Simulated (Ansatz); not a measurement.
Mulliken charges of CH6AlFSi, SMILES `F[CH2][AlH][SiH3]` from r2SCAN/def2-TZVPP in Ansatz (PBE0-D4/def2-TZVP geometry).

| atom | x (Å) | y (Å) | z (Å) | charge (e) |
| --- | --- | --- | --- | --- |
| F1 | -1.971 | 0.959 | 0.314 | -0.256 |
| C2 | -0.797 | 1.705 | 0.154 | -0.048 |
| Al3 | 0.778 | 0.527 | -0.104 | 0.512 |
| Si4 | 0.447 | -1.904 | -0.103 | 0.021 |
| H5 | -0.946 | 2.384 | -0.696 | 0.055 |
| H6 | -0.689 | 2.350 | 1.037 | 0.055 |
| H7 | 2.186 | 1.244 | -0.298 | -0.154 |
| H8 | 1.715 | -2.660 | -0.311 | -0.064 |
| H9 | -0.138 | -2.352 | 1.193 | -0.061 |
| H10 | -0.501 | -2.303 | -1.182 | -0.061 |

Question: By hand: the dipole of these point charges (1 e Å = 4.8032 D).

Answer: Σ q r = (0.453, 0.425, -0.059) e Å, of length 0.624 e Å = 3.00 D.

Question: How does the dipole of the full density compare? (Best estimate.)

Answer: Ansatz gave: (0.235, 0.224, -0.031) e Å, 1.57 D; the point charges give 1.91 times that, at 0° from its direction.

Point charges leave out the atoms' own dipoles, such as those of lone pairs, and Mulliken's split depends on the basis, so the two needn't agree.
